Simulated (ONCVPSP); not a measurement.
**Scattering properties, ONCV potential for Al (Z = 13)**

- Element: aluminium (Al)
- Generator: ONCVPSP 4.0.1
- Type: optimised norm-conserving Vanderbilt (ONCV)
- Functional: PBEsol
- Relativity: scalar-relativistic
- Frozen core: [He]
- Valence charge: 11
- Reference configuration: 2s2 2p6 3s2 3p1
- Partial waves: 2s+3s: rc 0.90 bohr, ncon 4, nbas 9, qcut 15 1/bohr, 3 projectors, debl 3.2 Ha; 2p+3p: rc 1.15 bohr, ncon 3, nbas 7, qcut 14 1/bohr, 2 projectors; d scattering state at 0.36 Ha: rc 0.90 bohr, ncon 4, nbas 9, qcut 9.4 1/bohr, local
- Local potential: the d channel
- Core correction: polynomial model core, fcfact 0.55

The phase is arctan(r·R′/R) of the radial function R(r), unwrapped; energies in Ha, scanned from -5 to 5 Ha. A pole is an energy at which the radial function vanishes at the test radius. The pseudo phase is shifted by a multiple of π to meet the all-electron one at the reference energy, and phase errors are pseudo minus all-electron; the curves can meet again beyond the range given. Levels narrower than the energy grid can be missing from the lists of poles.

```csv
channel,radius (bohr),reference energy (Ha),"poles, all-electron","poles, pseudo",unbroken range about the reference energy with phases within 0.05 rad,phase error 1 Ha above the reference energy (rad)
s,0.91,-0.28,-1.92,-1.92,the whole range,+0.000
p,1.17,-0.10,-2.03,-2.03,the whole range,+0.000
d,0.91,0.36,none,none,the whole range,+0.001
```

Phases in the d channel:

| E (Ha) | all-electron | pseudo |
| --- | --- | --- |
| -4.96 | 1.139 | 1.140 |
| -4.72 | 1.128 | 1.129 |
| -4.48 | 1.117 | 1.118 |
| -4.24 | 1.105 | 1.106 |
| -4.00 | 1.092 | 1.093 |
| -3.76 | 1.079 | 1.079 |
| -3.52 | 1.064 | 1.065 |
| -3.28 | 1.048 | 1.049 |
| -3.04 | 1.031 | 1.032 |
| -2.80 | 1.013 | 1.014 |
| -2.56 | 0.993 | 0.994 |
| -2.32 | 0.971 | 0.972 |
| -2.08 | 0.948 | 0.948 |
| -1.84 | 0.922 | 0.923 |
| -1.60 | 0.894 | 0.894 |
| -1.36 | 0.863 | 0.864 |
| -1.12 | 0.829 | 0.830 |
| -0.88 | 0.791 | 0.792 |
| -0.64 | 0.750 | 0.750 |
| -0.40 | 0.703 | 0.704 |
| -0.16 | 0.652 | 0.652 |
| 0.08 | 0.594 | 0.594 |
| 0.32 | 0.530 | 0.530 |
| 0.56 | 0.459 | 0.459 |
| 0.80 | 0.380 | 0.381 |
| 1.04 | 0.294 | 0.294 |
| 1.28 | 0.200 | 0.200 |
| 1.52 | 0.099 | 0.100 |
| 1.76 | -0.008 | -0.006 |
| 2.00 | -0.118 | -0.115 |
| 2.24 | -0.228 | -0.225 |
| 2.48 | -0.337 | -0.333 |
| 2.72 | -0.442 | -0.437 |
| 2.96 | -0.541 | -0.535 |
| 3.20 | -0.633 | -0.627 |
| 3.44 | -0.718 | -0.710 |
| 3.68 | -0.794 | -0.786 |
| 3.92 | -0.863 | -0.855 |
| 4.16 | -0.925 | -0.917 |
| 4.40 | -0.981 | -0.973 |
| 4.64 | -1.032 | -1.022 |
| 4.88 | -1.077 | -1.067 |
